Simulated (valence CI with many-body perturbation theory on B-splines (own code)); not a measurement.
# Dy50+: E2, M1, M2 decay

Computed by valence CI with perturbative core correlation (CI+MBPT): six valence electrons over a frozen Dirac-Fock core [Ne], radial functions for each j: 9 s, 9 p, 8 d, 6 f, 3 g, 1 h, with the one-electron correlation potential Σ1, the two-electron term Σ2, the three-electron term Σ3, Breit, model QED; selected CI, second order for the rest, scaled by the run's own slope (own B-spline code, finite nucleus).

No measured spectrum was set against this ion. As an estimate, large intervals hold to a few tenths of a per cent, small ones and those within an open d or f shell to about a per cent. Among the levels kept, up to 1100 cm⁻¹ of a level comes from second order outside the variational space, and about a tenth of that is noise between levels of different J, which matters for small intervals.

Lines 1 to 27 of 27 in falling wavelength, among levels below 36.309 Ry, chosen from the decays that carry over 1 % of a level's rate. Wavelengths and rates use the calculated energies. Electric multipoles are in the length gauge with retardation, E1 and E2 with the static RPA response of the core. M1 uses the relativistic operator with retardation. S is in atomic units (e²a₀⁴ for E2 and M2, e²a₀⁶ for E3), for M1 in squared Bohr magnetons. Weak lines are less certain than strong ones. Lines between different terms over intervals too small for the method are left out, as are lines whose strength nearly cancels.

Levels are named by their leading jj configuration (3d3/2^4 stands for four electrons in 3d with j = 3/2), which in mixed levels can hold well under half, so a name can repeat and another be missing. Letters in brackets count levels of one name in rising energy.

| λ vac (Å) | Upper | Lower | Type | A (s⁻¹) | S (a.u.) |
| --- | --- | --- | --- | --- | --- |
| 732.4 | (3s^2 3p1/2^2 3p3/2^2) J=0 | (3s^2 3p1/2^2 3p3/2^2) J=2 | E2 | 1.10e+01 | 2.07e-03 |
| 288.3 | (3s^2 3p1/2^2 3p3/2 3d5/2) J=4 | (3s^2 3p1/2^2 3p3/2 3d3/2) J=3 | M1 | 5.04e+05 | 4.03e+00 |
| 284.8 | (3s^2 3p1/2 3p3/2^2 3d5/2) J=4 [b] | (3s^2 3p1/2 3p3/2^2 3d3/2) J=4 | M1 | 1.49e+05 | 1.15e+00 |
| 266.7 | (3s^2 3p1/2 3p3/2^2 3d5/2) J=5 | (3s^2 3p1/2 3p3/2^2 3d3/2) J=4 | M1 | 5.69e+05 | 4.40e+00 |
| 241.6 | (3s^2 3p1/2 3p3/2^2 3d5/2) J=4 [b] | (3s^2 3p1/2 3p3/2^2 3d3/2) J=3 [a] | M1 | 3.87e+05 | 1.82e+00 |
| 92.54 | (3s^2 3p1/2 3p3/2^2 3d3/2) J=4 | (3s^2 3p1/2^2 3p3/2 3d5/2) J=3 | M1 | 2.48e+05 | 6.55e-02 |
| 74.34 | (3s^2 3p1/2 3p3/2^2 3d5/2) J=4 [a] | (3s^2 3p1/2^2 3p3/2 3d5/2) J=3 | M1 | 1.84e+07 | 2.52e+00 |
| 69.85 | (3s^2 3p1/2 3p3/2^2 3d5/2) J=4 [b] | (3s^2 3p1/2^2 3p3/2 3d5/2) J=3 | M1 | 5.61e+06 | 6.38e-01 |
| 68.70 | (3s^2 3p1/2 3p3/2^2 3d5/2) J=5 | (3s^2 3p1/2^2 3p3/2 3d5/2) J=3 | E2 | 1.55e+05 | 2.33e-03 |
| 67.87 | (3s^2 3p1/2 3p3/2^3) J=1 | (3s^2 3p1/2^2 3p3/2^2) J=0 | M1 | 2.09e+07 | 7.28e-01 |
| 65.75 | (3s^2 3p1/2 3p3/2^2 3d5/2) J=4 [a] | (3s^2 3p1/2^2 3p3/2 3d5/2) J=4 | M1 | 4.78e+07 | 4.53e+00 |
| 63.43 | (3s^2 3p1/2 3p3/2^2 3d5/2) J=4 [b] | (3s^2 3p1/2^2 3p3/2 3d5/2) J=2 | E2 | 3.07e+05 | 2.53e-03 |
| 62.37 | (3s^2 3p1/2 3p3/2^2 3d3/2) J=4 | (3s^2 3p1/2^2 3p3/2 3d3/2) J=3 | M1 | 1.13e+07 | 9.13e-01 |
| 62.37 | (3s^2 3p1/2 3p3/2^2 3d3/2) J=4 | (3s^2 3p1/2^2 3p3/2 3d3/2) J=3 | E2 | 5.31e+05 | 4.02e-03 |
| 62.21 | (3s^2 3p1/2 3p3/2^2 3d5/2) J=4 [b] | (3s^2 3p1/2^2 3p3/2 3d5/2) J=4 | M1 | 6.80e+06 | 5.46e-01 |
| 62.21 | (3s^2 3p1/2 3p3/2^2 3d5/2) J=4 [b] | (3s^2 3p1/2^2 3p3/2 3d5/2) J=4 | E2 | 3.63e+05 | 2.72e-03 |
| 62.11 | (3s^2 3p1/2 3p3/2^3) J=1 | (3s^2 3p1/2^2 3p3/2^2) J=2 | M1 | 6.41e+07 | 1.71e+00 |
| 61.30 | (3s^2 3p1/2 3p3/2^2 3d5/2) J=5 | (3s^2 3p1/2^2 3p3/2 3d5/2) J=4 | M1 | 1.22e+07 | 1.15e+00 |
| 61.30 | (3s^2 3p1/2 3p3/2^2 3d5/2) J=5 | (3s^2 3p1/2^2 3p3/2 3d5/2) J=4 | E2 | 5.15e+05 | 4.38e-03 |
| 60.19 | (3s^2 3p3/2^4) J=0 | (3s^2 3p1/2 3p3/2^3) J=2 | E2 | 2.83e+06 | 1.99e-03 |
| 60.09 | (3s^2 3p1/2 3p3/2^2 3d3/2) J=4 | (3s^2 3p1/2^2 3p3/2 3d3/2) J=2 | E2 | 2.61e+05 | 1.64e-03 |
| 59.56 | (3s^2 3p1/2 3p3/2^3) J=2 | (3s^2 3p1/2^2 3p3/2^2) J=2 | M1 | 3.99e+07 | 1.56e+00 |
| 59.56 | (3s^2 3p1/2 3p3/2^3) J=2 | (3s^2 3p1/2^2 3p3/2^2) J=2 | E2 | 9.57e+05 | 3.20e-03 |
| 57.79 | (3s^2 3p3/2^4) J=0 | (3s^2 3p1/2 3p3/2^3) J=1 | M1 | 1.73e+08 | 1.24e+00 |
| 55.35 | (3s^2 3p1/2 3p3/2^2 3d5/2) J=3 [b] | (3s^2 3p1/2^2 3p3/2 3d5/2) J=4 | M1 | 3.71e+07 | 1.63e+00 |
| 53.54 | (3s^2 3p1/2 3p3/2^2 3d5/2) J=4 [a] | (3s^2 3p1/2^2 3p3/2 3d3/2) J=3 | M1 | 8.87e+05 | 4.54e-02 |
| 49.04 | (3s^2 3p1/2^2 3p3/2 3d5/2) J=4 | (3s^2 3p1/2^2 3p3/2^2) J=2 | M2 | 8.74e+03 | 1.99e-05 |
